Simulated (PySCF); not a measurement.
`CCN(C)N(C)C`, C5H14N2

Geometry:
| atom | x (Å) | y (Å) | z (Å) |
| --- | --- | --- | --- |
| C1 | 2.076 | -1.200 | 0.038 |
| C2 | 1.400 | -0.115 | -0.788 |
| N3 | 0.379 | 0.560 | -0.005 |
| C4 | -0.121 | 1.761 | -0.650 |
| N5 | -0.599 | -0.351 | 0.450 |
| C6 | -1.095 | 0.029 | 1.754 |
| C7 | -1.671 | -0.666 | -0.476 |
| H8 | 1.340 | -1.933 | 0.353 |
| H9 | 2.847 | -1.692 | -0.549 |
| H10 | 2.528 | -0.762 | 0.924 |
| H11 | 0.992 | -0.554 | -1.715 |
| H12 | 2.133 | 0.643 | -1.076 |
| H13 | 0.697 | 2.477 | -0.717 |
| H14 | -0.905 | 2.197 | -0.034 |
| H15 | -0.516 | 1.587 | -1.662 |
| H16 | -1.597 | -0.831 | 2.197 |
| H17 | -1.806 | 0.868 | 1.727 |
| H18 | -0.246 | 0.306 | 2.373 |
| H19 | -1.250 | -0.910 | -1.450 |
| H20 | -2.195 | -1.544 | -0.099 |
| H21 | -2.402 | 0.148 | -0.596 |

Level of theory: GIAO B3LYP/pcSseg-1 magnetisability, rotational g tensor and spin-rotation constants, non-relativistic, gas phase in PySCF. Geometry: GFN2-xTB.

Q: What are the magnetisability and the molar susceptibility?

A: Isotropic -1324 × 10⁻³⁰ J/T², or -79.7 × 10⁻⁶ cm³/mol; principal values -1352, -1327, -1294 × 10⁻³⁰ J/T², anisotropy 50 × 10⁻³⁰ J/T² (root of half the summed squared differences of the principal values). The susceptibility is in cgs units.

Q: Split it along the inertial axes a, b, c into diamagnetic and paramagnetic parts about the centre of mass, with the quadrupole moment.

A: 
| axis | χ (10⁻⁶ cm³/mol) | diamagnetic (10⁻⁶ cm³/mol) | paramagnetic (10⁻⁶ cm³/mol) | summed x² of all electrons (Å²) | quadrupole Θ (D Å) |
| --- | --- | --- | --- | --- | --- |
| a | -79.1 | -517.7 | 438.7 | 124.8 | +1.08 |
| b | -81.0 | -731.3 | 650.3 | 74.5 | -0.26 |
| c | -79.1 | -845.8 | 766.6 | 47.5 | -0.81 |

Anisotropies 2χaa − χbb − χcc = +1.9 and 2χbb − χaa − χcc = -3.7 × 10⁻⁶ cm³/mol. Θ is traceless in Buckingham's convention.

Q: And the rotational g tensor?

A: 
```
axis  rotational constant (GHz)        g  nuclear part  electronic part
   a                     3.2085  -0.0060        0.6552          -0.6612
   b                     2.0834  -0.0013        0.6352          -0.6365
   c                     1.7559  -0.0023        0.6301          -0.6324
```
Asymmetric top; isotopes 12C, 1H, 14N; no vibrational averaging.
